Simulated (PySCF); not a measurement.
# Computed records: C$_{2}$H$_{6}$BSi, B$_{2}$ClH$_{3}$N, AlH$_{3}$NOSi, C$_{2}$H$_{10}$Si$_{2}$ and others

Calculation on a computer-drawn molecule: optimised geometry and harmonic frequencies of an isolated molecule of the commonest isotopes, restricted reference for singlets and unrestricted otherwise, frozen core in MP2. Program: PySCF 2.14.0.

```json
{"entry": 1, "formula": "C2H6BSi", "start_structure": {"atoms_angstrom": [["C", -3.3687, -0.9054, -1.6994], ["B", -2.5144, 0.006, -1.1777], ["Si", -1.3524, 1.2589, -0.4181], ["C", 0.1673, 0.841, 0.5643], ["H", -4.3222, -1.2959, -1.2215], ["H", -3.3529, -1.3622, -2.6689], ["H", -1.4082, 2.6961, -0.4535], ["H", 0.3424, -0.2691, 0.7014], ["H", 1.1129, 1.1838, 0.1305], ["H", 0.1932, 1.2341, 1.5905]]}, "given": {"charge": 0, "multiplicity": 2, "method": "HF", "basis": "cc-pV(D+d)Z", "drawn_bonds_atom": [1, 2, 3, 1, 1, 3, 4, 4, 4], "drawn_bonds_other_atom": [2, 3, 4, 5, 6, 7, 8, 9, 10], "drawn_bonds_order": [2, 1, 1, 1, 1, 1, 1, 1, 1]}, "results": {"optimised_atom_element": ["C", "B", "Si", "C", "H", "H", "H", "H", "H", "H"], "optimised_atom_x [angstrom]": [-3.354, -2.538, -1.509, 0.1938, -4.234, -3.155, -1.536, 0.1749, 0.935, 0.5191], "optimised_atom_y [angstrom]": [-0.9026, 0.01709, 1.289, 0.7891, -1.331, -1.237, 2.695, -0.2287, 0.833, 1.464], "optimised_atom_z [angstrom]": [-1.76, -1.106, -0.02969, 0.6028, -1.289, -2.774, -0.491, 0.9968, -0.2004, 1.398], "modes_frequency [cm^-1]": [114.6, 133.1, 226.8, 273.5, 323.2, 401.3, 543.1, 706.6, 737.2, 766.9, 817.9, 854.7, 966.1, 1361, 1388, 1550, 1551, 1572, 2316, 3171, 3251, 3270, 3287, 3367], "modes_reduced_mass [dalton]": [1.475, 1.844, 1.548, 1.571, 2.025, 1.633, 3.014, 1.584, 2.251, 1.633, 1.254, 1.308, 1.248, 1.526, 1.23, 1.057, 1.06, 2.516, 1.042, 1.035, 1.101, 1.103, 1.06, 1.109], "rotational_constants [GHz]": [17.67, 2.571, 2.323], "total_energy [hartree]": -392.7678, "spin_squared": 0.7934, "convergence_status_largest_gradient_component [hartree/bohr]": 1.895e-05}}
{"entry": 2, "formula": "B2ClH3N", "start_structure": {"atoms_angstrom": [["B", -0.6071, 1.9252, 0.2268], ["N", -0.0644, 0.5875, 0.8083], ["B", 0.3614, -0.4621, 1.2646], ["Cl", 0.9711, -1.9645, 1.9181], ["H", -0.1119, 2.8825, 0.8479], ["H", -1.8457, 1.9582, 0.3396], ["H", -0.3014, 2.0129, -0.9759]]}, "given": {"charge": -1, "multiplicity": 1, "method": "MP2", "basis": "aug-cc-pV(D+d)Z", "drawn_bonds_atom": [1, 2, 3, 1, 1, 1], "drawn_bonds_other_atom": [2, 3, 4, 5, 6, 7], "drawn_bonds_order": [1, 2, 1, 1, 1, 1]}, "results": {"optimised_atom_element": ["B", "N", "B", "Cl", "H", "H", "H"], "optimised_atom_x [angstrom]": [-0.6141, -0.06956, 0.3712, 0.9819, -0.1142, -1.85, -0.3038], "optimised_atom_y [angstrom]": [1.942, 0.6002, -0.4862, -1.991, 2.89, 1.965, 2.02], "optimised_atom_z [angstrom]": [0.2194, 0.8029, 1.275, 1.93, 0.8455, 0.3368, -0.98], "modes_frequency [cm^-1]": [149.3, 149.4, 349.4, 349.4, 480.1, 869.4, 927.2, 927.3, 1176, 1180, 1180, 1951, 2336, 2338, 2338], "modes_reduced_mass [dalton]": [3.838, 3.839, 8.696, 8.698, 6.773, 7.663, 1.326, 1.325, 1.195, 1.06, 1.06, 12.0, 1.028, 1.107, 1.107], "rotational_constants [GHz]": [121.5, 2.013, 2.013], "total_energy [hartree]": -565.6752, "convergence_status_largest_gradient_component [hartree/bohr]": 1.331e-05}}
{"entry": 3, "formula": "C2H6BSi", "start_structure": {"atoms_angstrom": [["C", -0.593, 2.5576, 1.8002], ["C", -0.3253, 1.5646, 0.6914], ["B", 0.7177, 0.6349, 0.3924], ["Si", 2.035, -0.6252, -0.0765], ["H", 0.1816, 2.6193, 2.4492], ["H", -1.5805, 2.3578, 2.2272], ["H", -0.713, 3.5654, 1.252], ["H", -1.1056, 1.476, -0.1086], ["H", 2.0493, -1.517, -1.2128], ["H", 3.3041, -0.9052, 0.6992]]}, "given": {"charge": 1, "multiplicity": 1, "method": "HF", "basis": "cc-pV(D+d)Z", "drawn_bonds_atom": [1, 2, 3, 1, 1, 1, 2, 4, 4], "drawn_bonds_other_atom": [2, 3, 4, 5, 6, 7, 8, 9, 10], "drawn_bonds_order": [1, 2, 1, 1, 1, 1, 1, 1, 1]}, "results": {"optimised_atom_element": ["C", "C", "B", "Si", "H", "H", "H", "H", "H", "H"], "optimised_atom_x [angstrom]": [-0.5498, -0.3752, 0.686, 2.055, 0.2731, -1.483, -0.6513, -1.179, 1.965, 3.23], "optimised_atom_y [angstrom]": [2.523, 1.538, 0.6316, -0.6093, 2.515, 2.302, 3.523, 1.51, -1.468, -0.7374], "optimised_atom_z [angstrom]": [1.717, 0.6045, 0.3667, -0.02635, 2.427, 2.24, 1.289, -0.1338, -1.207, 0.8366], "modes_frequency [cm^-1]": [106.6, 117.8, 214.2, 332.8, 362.0, 562.5, 658.0, 703.4, 853.2, 990.9, 1008, 1112, 1117, 1294, 1488, 1530, 1567, 1626, 2414, 2449, 3185, 3257, 3276, 3314], "modes_reduced_mass [dalton]": [2.918, 2.377, 1.275, 1.236, 2.361, 2.898, 2.082, 1.181, 1.145, 1.228, 1.247, 1.597, 2.658, 1.441, 1.207, 1.681, 1.044, 1.798, 1.027, 1.058, 1.037, 1.1, 1.085, 1.104], "rotational_constants [GHz]": [32.61, 2.088, 1.987], "total_energy [hartree]": -392.5087, "convergence_status_largest_gradient_component [hartree/bohr]": 3.655e-05}}
{"entry": 4, "formula": "AlH3NOSi", "start_structure": {"atoms_angstrom": [["O", 0.6434, 1.0336, 2.9537], ["Al", 0.4253, 0.4039, 1.5446], ["N", 0.1315, -0.4754, -0.1015], ["Si", -0.45, -0.211, -1.6516], ["H", 0.3644, -1.4988, 0.1209], ["H", -0.5304, -1.3735, -2.5689], ["H", -0.8691, 1.1401, -1.9654]]}, "given": {"charge": 1, "multiplicity": 1, "method": "HF", "basis": "cc-pV(D+d)Z", "drawn_bonds_atom": [1, 2, 3, 3, 4, 4], "drawn_bonds_other_atom": [2, 3, 4, 5, 6, 7], "drawn_bonds_order": [2, 1, 1, 1, 1, 1]}, "results": {"optimised_atom_element": ["O", "Al", "N", "Si", "H", "H", "H"], "optimised_atom_x [angstrom]": [0.5636, 0.402, 0.1341, -0.4287, 0.3825, -0.5264, -0.812], "optimised_atom_y [angstrom]": [1.268, 0.3044, -0.6481, -0.22, -1.63, -1.227, 1.171], "optimised_atom_z [angstrom]": [2.723, 1.502, -0.05125, -1.536, 0.02414, -2.586, -1.743], "modes_frequency [cm^-1]": [83.24, 147.9, 267.0, 294.3, 532.2, 716.1, 760.2, 778.6, 1010, 1065, 1221, 1285, 2436, 2484, 3668], "modes_reduced_mass [dalton]": [8.173, 2.302, 5.948, 2.148, 3.316, 1.161, 1.523, 1.165, 1.157, 2.85, 6.81, 1.577, 1.026, 1.063, 1.075], "rotational_constants [GHz]": [30.18, 1.815, 1.712], "total_energy [hartree]": -661.6501, "convergence_status_largest_gradient_component [hartree/bohr]": 2.041e-05}}
{"entry": 5, "formula": "C2H10Si2", "start_structure": {"atoms_angstrom": [["C", -2.3048, 0.898, 0.4495], ["C", -1.3614, 1.9684, -0.0622], ["Si", -0.5329, 2.8474, 1.3192], ["Si", -0.0052, 1.1856, -1.2656], ["H", -1.7235, 0.1166, 0.9998], ["H", -2.767, 0.357, -0.4098], ["H", -3.0155, 1.2978, 1.0253], ["H", -1.8532, 2.6507, -0.7387], ["H", -1.5775, 3.491, 2.1787], ["H", 0.2755, 3.883, 0.8325], ["H", 0.252, 1.9774, 2.125], ["H", 0.8091, 0.1213, -0.5482], ["H", 0.8449, 2.1887, -1.8331], ["H", -0.717, 0.4779, -2.3837]]}, "given": {"charge": 0, "multiplicity": 1, "method": "HF", "basis": "cc-pV(D+d)Z", "drawn_bonds_atom": [1, 2, 2, 1, 1, 1, 2, 3, 3, 3, 4, 4, 4], "drawn_bonds_other_atom": [2, 3, 4, 5, 6, 7, 8, 9, 10, 11, 12, 13, 14], "drawn_bonds_order": [1, 1, 1, 1, 1, 1, 1, 1, 1, 1, 1, 1, 1]}, "results": {"optimised_atom_element": ["C", "C", "Si", "Si", "H", "H", "H", "H", "H", "H", "H", "H", "H", "H"], "optimised_atom_x [angstrom]": [-2.296, -1.295, -0.5265, -0.02662, -1.796, -2.795, -3.077, -1.844, -1.597, 0.3498, 0.2806, 0.8037, 0.8671, -0.725], "optimised_atom_y [angstrom]": [0.8435, 1.906, 2.888, 1.158, 0.08168, 0.3295, 1.292, 2.649, 3.501, 3.966, 1.999, 0.1415, 2.209, 0.4966], "optimised_atom_z [angstrom]": [0.4189, -0.0926, 1.332, -1.282, 1.023, -0.4072, 1.039, -0.6892, 2.156, 0.8136, 2.204, -0.5899, -1.826, -2.412], "modes_frequency [cm^-1]": [94.43, 146.8, 192.5, 212.3, 259.3, 277.4, 531.2, 614.0, 639.8, 721.7, 798.5, 819.5, 1001, 1025, 1028, 1031, 1034, 1037, 1042, 1109, 1111, 1236, 1372, 1521, 1598, 1606, 2290, 2294, 2295, 2302, 2303, 2313, 3140, 3165, 3233, 3236], "modes_reduced_mass [dalton]": [1.024, 1.151, 2.746, 1.079, 2.289, 2.144, 2.927, 1.158, 1.255, 1.28, 1.499, 2.26, 1.089, 1.039, 1.207, 1.038, 1.063, 1.21, 1.106, 1.123, 2.522, 1.648, 1.343, 1.194, 1.046, 1.04, 1.05, 1.046, 1.05, 1.045, 1.024, 1.024, 1.081, 1.036, 1.104, 1.103], "rotational_constants [GHz]": [5.401, 2.793, 2.017], "total_energy [hartree]": -659.4303, "convergence_status_largest_gradient_component [hartree/bohr]": 2.01e-05}}
{"entry": 6, "formula": "B2ClH3N", "start_structure": {"atoms_angstrom": [["B", -0.5914, 1.944, 0.2187], ["N", -0.1556, 0.6556, 0.7835], ["B", 0.3416, -0.4135, 1.2648], ["Cl", 0.9709, -1.9225, 1.8904], ["H", -0.067, 2.8102, 0.8262], ["H", -1.8349, 1.8701, 0.372], ["H", -0.2617, 1.9959, -0.926]]}, "given": {"charge": -1, "multiplicity": 1, "method": "HF", "basis": "aug-cc-pV(D+d)Z", "drawn_bonds_atom": [1, 2, 3, 1, 1, 1], "drawn_bonds_other_atom": [2, 3, 4, 5, 6, 7], "drawn_bonds_order": [1, 2, 1, 1, 1, 1]}, "results": {"optimised_atom_element": ["B", "N", "B", "Cl", "H", "H", "H"], "optimised_atom_x [angstrom]": [-0.6071, -0.06443, 0.3614, 0.9711, -0.1119, -1.846, -0.3014], "optimised_atom_y [angstrom]": [1.925, 0.5875, -0.4621, -1.964, 2.883, 1.958, 2.013], "optimised_atom_z [angstrom]": [0.2268, 0.8083, 1.265, 1.918, 0.8479, 0.3396, -0.9759], "modes_frequency [cm^-1]": [160.3, 160.3, 437.1, 437.1, 499.9, 889.8, 995.8, 995.8, 1241, 1241, 1252, 2197, 2273, 2273, 2333], "modes_reduced_mass [dalton]": [3.818, 3.819, 8.278, 8.278, 6.765, 8.152, 1.332, 1.332, 1.068, 1.068, 1.187, 9.878, 1.104, 1.104, 1.045], "rotational_constants [GHz]": [121.8, 2.059, 2.059], "total_energy [hartree]": -565.1437, "convergence_status_largest_gradient_component [hartree/bohr]": 3.555e-05}}
{"entry": 7, "formula": "Al2H3NO", "start_structure": {"atoms_angstrom": [["O", 1.9341, 0.9169, 0.4834], ["Al", 0.5791, -0.0702, 0.291], ["N", -0.579, 0.2164, -1.0394], ["Al", -0.6549, 1.4377, -2.3678], ["H", 2.2602, 1.6604, 0.0082], ["H", 0.389, -1.2363, 1.3243], ["H", -1.341, -0.4527, -1.0316]]}, "given": {"charge": 0, "multiplicity": 1, "method": "MP2", "basis": "cc-pV(D+d)Z", "drawn_bonds_atom": [1, 2, 3, 1, 2, 3], "drawn_bonds_other_atom": [2, 3, 4, 5, 6, 7], "drawn_bonds_order": [1, 1, 1, 1, 1, 1]}, "results": {"optimised_atom_element": ["O", "Al", "N", "Al", "H", "H", "H"], "optimised_atom_x [angstrom]": [1.966, 0.5851, -0.5883, -0.6123, 2.203, 0.3972, -1.363], "optimised_atom_y [angstrom]": [0.9143, -0.0758, 0.212, 1.47, 1.661, -1.242, -0.4675], "optimised_atom_z [angstrom]": [0.5146, 0.302, -1.044, -2.363, -0.04372, 1.337, -1.035], "modes_frequency [cm^-1]": [80.23, 82.41, 276.8, 319.9, 407.7, 532.0, 555.0, 574.9, 693.7, 783.9, 883.4, 935.2, 2003, 3502, 3951], "modes_reduced_mass [dalton]": [2.632, 9.15, 5.235, 1.373, 1.158, 1.24, 4.312, 1.256, 1.276, 1.919, 7.409, 1.973, 1.044, 1.074, 1.067], "rotational_constants [GHz]": [10.59, 2.378, 1.942], "total_energy [hartree]": -615.4857, "convergence_status_largest_gradient_component [hartree/bohr]": 3.296e-05}}
{"entry": 8, "formula": "Cl2H2NSi", "start_structure": {"atoms_angstrom": [["N", -0.2434, 0.39, 0.6294], ["Si", 0.8799, 1.4466, -0.2409], ["Cl", 2.1595, 2.3698, 0.9622], ["Cl", 0.7921, 1.6769, -2.0228], ["H", -0.319, 0.1958, 1.5508], ["H", -0.9018, -0.1019, 0.058]]}, "given": {"charge": 1, "multiplicity": 1, "method": "HF", "basis": "cc-pV(D+d)Z", "drawn_bonds_atom": [1, 2, 2, 1, 1], "drawn_bonds_other_atom": [2, 3, 4, 5, 6], "drawn_bonds_order": [1, 1, 1, 1, 1]}, "results": {"optimised_atom_element": ["N", "Si", "Cl", "Cl", "H", "H"], "optimised_atom_x [angstrom]": [-0.2286, 0.8349, 2.146, 0.7986, -0.2575, -0.9261], "optimised_atom_y [angstrom]": [0.4061, 1.413, 2.358, 1.675, 0.2315, -0.1073], "optimised_atom_z [angstrom]": [0.5653, -0.1331, 0.9668, -2.07, 1.557, 0.05051], "modes_frequency [cm^-1]": [205.9, 249.1, 291.8, 485.3, 551.4, 624.0, 739.3, 914.8, 1105, 1666, 3724, 3825], "modes_reduced_mass [dalton]": [20.74, 3.516, 12.52, 1.015, 16.96, 1.227, 4.389, 1.689, 6.481, 1.132, 1.051, 1.1], "rotational_constants [GHz]": [5.163, 2.495, 1.682], "total_energy [hartree]": -1263.4205, "convergence_status_largest_gradient_component [hartree/bohr]": 9.713e-06}}
{"entry": 9, "formula": "H6NSi2", "start_structure": {"atoms_angstrom": [["Si", 2.2803, 0.0612, 0.5832], ["N", 1.2494, -1.394, 0.6216], ["Si", -0.192, -1.5627, 1.582], ["H", 2.9638, -0.0274, -0.7714], ["H", 1.4579, 1.2283, 0.8396], ["H", 1.6584, -2.154, 0.2948], ["H", -0.7413, -2.8729, 1.1554], ["H", 0.0406, -1.5852, 2.9109], ["H", -1.0934, -0.479, 1.2479]]}, "given": {"charge": 0, "multiplicity": 2, "method": "HF", "basis": "cc-pV(D+d)Z", "drawn_bonds_atom": [1, 2, 1, 1, 2, 3, 3, 3], "drawn_bonds_other_atom": [2, 3, 4, 5, 6, 7, 8, 9], "drawn_bonds_order": [1, 1, 1, 1, 1, 1, 1, 1]}, "results": {"optimised_atom_element": ["Si", "N", "Si", "H", "H", "H", "H", "H", "H"], "optimised_atom_x [angstrom]": [2.203, 1.398, -0.1731, 2.96, 1.182, 1.969, -1.003, -0.08048, -0.8323], "optimised_atom_y [angstrom]": [0.1403, -1.326, -1.593, -0.06675, 1.2, -2.152, -2.465, -2.245, -0.2783], "optimised_atom_z [angstrom]": [0.4305, 0.8908, 1.577, -0.833, 0.2502, 0.8104, 0.7121, 2.904, 1.722], "modes_frequency [cm^-1]": [43.47, 82.1, 228.6, 399.6, 620.8, 701.1, 774.6, 847.9, 877.2, 967.1, 984.2, 1019, 1047, 1080, 1306, 2259, 2291, 2294, 2308, 2333, 3758], "modes_reduced_mass [dalton]": [1.334, 1.164, 3.442, 1.15, 2.975, 1.106, 1.196, 1.21, 1.529, 3.155, 1.066, 1.051, 1.061, 1.09, 1.349, 1.035, 1.051, 1.048, 1.037, 1.033, 1.074], "rotational_constants [GHz]": [28.56, 3.067, 2.89], "total_energy [hartree]": -635.8190, "spin_squared": 0.7544, "convergence_status_largest_gradient_component [hartree/bohr]": 1.156e-05}}
{"entry": 10, "formula": "B2ClH4Si", "start_structure": {"atoms_angstrom": [["Si", -0.5947, -0.819, 1.8227], ["B", 0.0773, 0.6074, 0.7023], ["B", 1.3462, 0.4954, -0.2572], ["Cl", 2.026, 1.0657, 1.1869], ["H", -1.9911, -1.4041, 1.7241], ["H", 0.1306, -1.6303, 2.8735], ["H", -0.5029, 1.5539, 0.6745], ["H", 1.9653, 0.3641, -1.259]]}, "given": {"charge": 1, "multiplicity": 1, "method": "HF", "basis": "cc-pV(D+d)Z", "drawn_bonds_atom": [1, 2, 3, 1, 1, 2, 3], "drawn_bonds_other_atom": [2, 3, 4, 5, 6, 7, 8], "drawn_bonds_order": [1, 1, 1, 1, 1, 1, 1]}, "results": {"optimised_atom_element": ["Si", "B", "B", "Cl", "H", "H", "H", "H"], "optimised_atom_x [angstrom]": [-0.7287, -0.003083, 1.455, 2.885, -1.699, -0.3283, -0.659, 1.535], "optimised_atom_y [angstrom]": [-0.9204, 0.6331, 0.6111, 0.9252, -1.871, -1.182, 1.63, 0.4076], "optimised_atom_z [angstrom]": [1.836, 0.7793, -0.1033, 0.8456, 1.281, 3.222, 0.8791, -1.272], "modes_frequency [cm^-1]": [64.62, 144.3, 191.4, 270.2, 451.0, 537.9, 600.9, 745.3, 803.1, 855.0, 899.8, 984.1, 1045, 1131, 2395, 2429, 2737, 2802], "modes_reduced_mass [dalton]": [7.019, 1.395, 2.439, 1.701, 1.087, 4.191, 1.133, 2.088, 1.537, 2.525, 1.773, 1.337, 1.261, 1.95, 1.029, 1.057, 1.09, 1.093], "rotational_constants [GHz]": [12.39, 1.625, 1.511], "total_energy [hartree]": -799.8422, "convergence_status_largest_gradient_component [hartree/bohr]": 2.653e-05}}
```
